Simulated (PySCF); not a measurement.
Computed Raman spectrum (relative Raman activity) of a molecule C₅H₁₀. Geometry: PBE0-D3(BJ)/def2-SVP. The values are those of a single conformer. All values below come from PBE0-D3(BJ)/def2-SVP (PySCF). No scaling factor is applied to the harmonic values.

| ν (cm⁻¹) | relative intensity |
|---|---|
| 913 | 2.5 |
| 962 | 6.0 |
| 1001 | 7.6 |
| 1145 | 3.4 |
| 1209 | 3.6 |
| 1247 | 5.4 |
| 1297 | 2.8 |
| 1367 | 2.2 |
| 1404 | 2.3 |
| 1448 | 3.8 |
| 1453 | 8.9 |
| 1465 | 17 |
| 1489 | 3.4 |
| 3042 | 58 |
| 3061 | 87 |
| 3070 | 62 |
| 3081 | 100 |
| 3129 | 27 |
| 3133 | 50 |
| 3136 | 50 |
| 3139 | 44 |
| 3148 | 33 |

Q: Which molecule gave these data?
(A) CC1CCC1
(B) C=CC(C)C
(C) CCC1CC1
(D) CC=C(C)C

A: A, CC1CCC1
